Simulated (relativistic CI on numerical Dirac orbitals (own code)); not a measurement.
**Slater and spin-orbit integrals, Er5+**

Calculated at this level of theory: Dirac-Coulomb-Breit CI, KLI orbitals optimised for each configuration, model QED (radiative potential, 1s self-energy scaled to tabulated hydrogen-like ionisation energies), valence Slater integrals scaled by 0.85, P86 correlation energy added to each configuration (own radial code, finite nucleus).

Slater integrals F^k, G^k are unscaled and averaged over j, outside the closed core [Kr] 4d10; ζ comes from projecting the Hamiltonian with its Breit term on Σ l·s of the shell.

- 4f10.5s2.5p5: F^2(4f,4f) = 135800, F^4(4f,4f) = 85452, F^6(4f,4f) = 61547, ζ(4f) = 2496.4, F^2(4f,5p) = 59813, G^2(4f,5p) = 28593, G^4(4f,5p) = 22729, ζ(5p) = 35265 cm⁻¹; <r>(4f) = 0.7153, <r^2>(4f) = 0.641, <r>(5p) = 1.353, <r^2>(5p) = 2.057 (bohr units).
- 4f9.5s2.5p6: F^2(4f,4f) = 140600, F^4(4f,4f) = 88713, F^6(4f,4f) = 63967, ζ(4f) = 2644.5 cm⁻¹; <r>(4f) = 0.6949, <r^2>(4f) = 0.5998 (bohr units).
- 4f12.5s2.5p3: F^2(4f,4f) = 126350, F^4(4f,4f) = 79058, F^6(4f,4f) = 56813, ζ(4f) = 2211.9, F^2(5p,5p) = 77530, F^2(4f,5p) = 59509, G^2(4f,5p) = 30703, G^4(4f,5p) = 23896, ζ(5p) = 32836 cm⁻¹; <r>(4f) = 0.7599, <r^2>(4f) = 0.7359, <r>(5p) = 1.381, <r^2>(5p) = 2.146 (bohr units).

Averages of the first 9 configurations, taken without configuration mixing, which lowers the lowest level and can move excited configurations by several eV; other configurations of the list can lie among them:

```json
{"Configuration": "4f10.5s2.5p5", "Parity": "odd", "States": "6006", "Average energy above the lowest level (eV)": "22.5"}
{"Configuration": "4f9.5s2.5p6", "Parity": "odd", "States": "2002", "Average energy above the lowest level (eV)": "8.5"}
{"Configuration": "4f12.5s2.5p3", "Parity": "odd", "States": "1820", "Average energy above the lowest level (eV)": "61.8"}
{"Configuration": "4f10.5s.5p6", "Parity": "even", "States": "2002", "Average energy above the lowest level (eV)": "54.9"}
{"Configuration": "4f8.5s2.5p6.6s", "Parity": "even", "States": "6006", "Average energy above the lowest level (eV)": "47.6"}
{"Configuration": "4f12.5p5", "Parity": "odd", "States": "546", "Average energy above the lowest level (eV)": "122.5"}
{"Configuration": "4f11.5s.5p5", "Parity": "even", "States": "4368", "Average energy above the lowest level (eV)": "70.8"}
{"Configuration": "4f11.5p6", "Parity": "odd", "States": "364", "Average energy above the lowest level (eV)": "105.0"}
{"Configuration": "4f10.5p6.6s", "Parity": "even", "States": "2002", "Average energy above the lowest level (eV)": "135.2"}
```
